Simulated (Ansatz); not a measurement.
Input for Ansatz (a first-principles code): R-PBE0/def2-TZVPPD on CH6OS (a complex). Files ending in .json are basis or fitting sets from the Basis Set Exchange.

Ansatz 0.2 input:
```yaml
crystal:
  periodic: [false, false, false]
  atoms:
    - {symbol: O, position_ang: [-0.03098846, 0.48258715, 0.03750103]}
    - {symbol: H, position_ang: [-0.75444394, 0.09814165, -0.46915380]}
    - {symbol: H, position_ang: [0.77515782, 0.20624057, -0.41157500]}
    - {symbol: C, position_ang: [-0.29542186, 0.84054032, 4.20207999]}
    - {symbol: S, position_ang: [-0.13579779, -0.76544912, 3.35361443]}
    - {symbol: H, position_ang: [-1.20275611, 1.35780412, 3.89694770]}
    - {symbol: H, position_ang: [-0.35417361, 0.62542928, 5.26768413]}
    - {symbol: H, position_ang: [0.57243080, 1.47041200, 4.01759533]}
    - {symbol: H, position_ang: [-0.08294498, -0.27840426, 2.09942329]}
basis:
  gaussian:
    orbitals: def2-TZVPPD.json
hamiltonian:
  xc: {name: PBE0}
scf: {lower_state_search: off}
```

It printed:

```
WARN ansatz: RAYON_NUM_THREADS=1 ignored (pool sized by the plan → 1); use --threads N
Functional definition: PBE0
these checks for a lower state are left out or cut short: stability, starts, cluster_reference, orbital_swaps, neighbouring_geometries, increment
integrals: 0.12 GiB planned
1068 factors; their error is unknown
mean field: 1.13 GiB planned
mean field evaluation 1: about -14004.4032 eV, gradient 6.3e1 eV
mean field evaluation 2: about -13995.9227 eV, gradient 9.0e1 eV
mean field evaluation 4: about -14011.7674 eV, gradient 3.7e0 eV
mean field evaluation 8: about -14011.7974 eV, gradient 4.7e-2 eV
mean field evaluation 16: about -14011.8206 eV, gradient 1.7e-5 eV
mean field -14011.82059264 eV, -514.9249092263 hartree, gradient 6.3e-6 eV, S^2 0.000000; 0 other end points of the search recorded, 0 dependent functions left out
reference -14011.82064110 eV, -514.9249110071 hartree; 18, 18 occupied and 212, 212 virtual orbitals, 1068 factors
Total energy: -14011.82064110 eV, -514.9249110071 hartree
Checks for a lower state left out: stability, starts, cluster_reference, orbital_swaps, neighbouring_geometries, increment
```

Self-consistency was reached.

Cost: roughly 4 core-seconds.
